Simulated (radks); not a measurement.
The numbers below are computed, except where a source is named.
Isoelectronic series with 2 electrons, all held in the configuration [He], which need not be the ground one along the series. Code: a radial shooting solver on a logarithmic mesh with Libxc functionals. Model: Dirac Kohn-Sham, PBE, spin-unpolarised, spherical densities, point nucleus. Total energies (hartree) and mean radii <r> (bohr):

ion,E (hartree),1s1/2
He,-2.89307,0.9458
Li+,-7.25756,0.5789
Be2+,-13.62232,0.4174
B3+,-21.98899,0.3264
C4+,-32.35915,0.2680
N5+,-44.73459,0.2273
O6+,-59.11736,0.1973
F7+,-75.50984,0.1743
Ne8+,-93.91472,0.1561
Mg10+,-136.77404,0.1290
Al11+,-161.23550,0.1187
Si12+,-187.72338,0.1100
